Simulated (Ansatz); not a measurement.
C2H5GaOS, SMILES `O=CC[S][GaH2]`, 10 atoms. The species carries charge 0 and has multiplicity 1. Correlated methods include outer-core shells of Ga, which these sets cover unevenly. Scalar relativity is left out up to krypton. All runs use 4 threads of an AMD EPYC 7B13 on a shared host. Correlated methods freeze the cores.

(1) How many basis functions does each run have, and how long does it take in Ansatz? RKS PBE0-D4/def2-QZVPP energy; RHF-CCSD(T)/def2-TZVPP energy; RHF-MP2/def2-QZVPP energy; RKS PBE0-D4/def2-SVP energy; RKS PBE0-D4/def2-TZVP relaxation (8 steps); RKS ωB97M-V/def2-QZVPP energy; RKS PBE0-D4/def2-TZVP frequencies; RHF-CCSD(T)/def2-SVP energy; RKS B97M-V/def2-TZVPP energy; RKS B3LYP-D4/def2-TZVPP energy and forces; RKS ωB97M-V/def2-SVP energy; RKS r2SCANh-D4/def2-TZVPP energy. (Estimate.)

## Answers

(1) The calculation gave: Other jobs shared the machine, so times are rough.

```tsv
level	job	functions	wall time	peak host memory (GiB)
RKS PBE0-D4/def2-SVP	energy	117	1.4 s	0.49
RKS ωB97M-V/def2-SVP	energy	117	4.6 s	0.49
RKS B3LYP-D4/def2-TZVPP	energy and forces	253	4.9 s	0.84
RKS r2SCANh-D4/def2-TZVPP	energy	253	5.5 s	0.8
RHF-CCSD(T)/def2-SVP	energy	117	7 s	0.62
RKS B97M-V/def2-TZVPP	energy	253	8 s	0.48
RKS PBE0-D4/def2-QZVPP	energy	480	9.5 s	2.1
RKS ωB97M-V/def2-QZVPP	energy	480	20 s	2.5
RHF-MP2/def2-QZVPP	energy	480	32 s	3.2
RKS PBE0-D4/def2-TZVP	relaxation (8 steps)	208	32 s	0.67
RKS PBE0-D4/def2-TZVP	frequencies	208	2.6 min	0.68
RHF-CCSD(T)/def2-TZVPP	energy	253	3 min	5.6
```

B3LYP here is the variant with VWN-RPA as its local correlation; programs differ in this.
